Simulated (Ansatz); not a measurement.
Isomers of C2H6BBr, relaxed with PBE0-D4/def2-TZVP in Ansatz; electronic energies, one conformer each and not always the lowest. Functionals use def2-TZVPP; CBS adds triple-zeta CCSD(T) − MP2 to the MP2 limit of def2-TZVPP and def2-QZVPP.

Outer-core shells of Br are correlated without core-valence functions. Scalar relativity is left out up to krypton. Spin–orbit coupling is left out.

Task: Order them by energy at frozen-core CCSD(T)/CBS, lowest first. (An estimate is asked.)
A. `CBCBr`
B. `BCCBr`
C. `BC(C)Br`

Result: A (0.0 kcal/mol), C (8.3 kcal/mol), B (14.3 kcal/mol).

Task: How do B3LYP-D4, ωB97M-V, r2SCAN-D4, MP2/CBS(def2) place them (kcal/mol, against `CBCBr`)? (Best estimate.)

Result: Computed: 
| isomer | B3LYP-D4 | ωB97M-V | r2SCAN-D4 | MP2/CBS(def2) |
| --- | --- | --- | --- | --- |
| `BC(C)Br` | 8.9 | 8.8 | 8.6 | 8.0 |
| `BCCBr` | 14.3 | 14.5 | 15.9 | 14.6 |

B3LYP here is the variant with VWN-RPA as its local correlation; programs differ in this.
